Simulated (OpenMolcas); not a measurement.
A calculation on Ag5+.

```yaml
Program: OpenMolcas 26.06
Method: CASSCF
Basis: ANO-RCC-VQZP [8s7p5d3f2g1h]
Scalar_Hamiltonian: DKH2, point nucleus
Active_space: 6 electrons in 5 orbitals (4d)
State_averaging: 2S+1 = 5 even, 5 roots; 2S+1 = 3 even, 45 roots; 2S+1 = 1 even, 50 roots
Spin-orbit_coupling: state interaction with AMFI integrals over the reference wave functions, term energies averaged over their components
```

Question: Which level of the active space comes out lowest?

Answer: 4d⁶ ⁵D₄, with 98 % of that term; it is also the measured ground level.

Question: How high does 4d⁶ ³H₆ lie?

Answer: 24363 cm⁻¹ above the lowest level; measured 21512 cm⁻¹ above the ground level, so the calculation is off by +13 %.

Question: How high does 4d⁶ ³P₂(1) lie?

Answer: 25474 cm⁻¹ above the lowest level; measured 21042 cm⁻¹ above the ground level, so the calculation is off by +21 %.

Question: How high does 4d⁶ ⁵D₂ lie?

Answer: 3873 cm⁻¹ above the lowest level; measured 3953 cm⁻¹ above the ground level, so the calculation is off by -2 %.

Question: The level at 24181 cm⁻¹ has J = 4. What is it made of, and what is its g factor?

Answer: 49 % 4d⁶ ³H₄, 22 % 4d⁶ ³F(1), 19 % 4d⁶ ³G; g = 0.970, against 0.800 from Landé's formula for the pure leading term.

Measured values: the list in Gamrath, thesis, University of Mons (2023).

Without dynamic correlation excited terms often stand tens of per cent too high (terms of higher spin than the ground term too low), and those without a measured partner can miss by more than the paired ones. Computed and measured levels are paired by configuration, term and J; levels that our copy of the source lacks, or whose pairing is in doubt (as where it misses far off the trend of its configuration), stay unpaired and out of the deviations. Only configurations of the active space appear.

A number in round brackets counts repeated terms of one configuration in the order of the reference energies.
